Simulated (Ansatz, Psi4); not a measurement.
Molecule: BNH₂F₂, charge 0, multiplicity 1. SMILES: NB(F)F
Geometry from a B3LYP-D3(BJ)/def2-TZVP (Ansatz, an electronic-structure program) optimisation:
```
B
F 1 1.3346
F 1 1.3346 2 117.54
N 1 1.3941 2 121.23 3 -180.00
H 4 1.0045 1 122.46 2 0.00
H 4 1.0045 5 115.08 1 180.00
```
Charge 0, spin multiplicity 1.

Wanted: vertical triplet-singlet gap, E(triplet) - E(singlet), in eV. Conventions: 6-311+G** with 5d; no spin-orbit coupling; each state is the SCF solution reached for its charge and spin; frozen cores in correlated levels; non-relativistic; open shells spin-unrestricted; dispersion terms only where a functional's name holds one; 6-31G* and kin with 6d, 5d where marked. First-principles rows: single points at B3LYP-D3(BJ) geometries (Ansatz). Levels can end on unlike triplets.

```tsv
level	program	vertical triplet-singlet gap, E(triplet) - E(singlet) (eV)
HF/6-31G*	Ansatz	7.88
PBE/6-311+G**	Ansatz	6.80
B3LYP/STO-3G	Ansatz	8.58
B3LYP/3-21G	Ansatz	8.22
B3LYP/6-31G*	Ansatz	7.98
B3LYP/6-311+G**	Ansatz	6.93
wB97X-D/6-31G*	Psi4	8.59
MP2/6-31G*	Ansatz	8.56
MP2/6-311+G**	Ansatz	7.18
PBE/def2-TZVPD	Ansatz	6.80
PBE0/def2-TZVPD	Ansatz	6.94
```

No value to compare with is used here. The 9 habitual levels span 6.80 (PBE/6-311+G**) to 8.59 eV (wB97X-D/6-31G*); PBE0/def2-TZVPD gives 6.94.

The levels are drawn from those run, B3LYP/6-31G* more often than the rest, none by its result; runs whose electronic state is in doubt are left out.
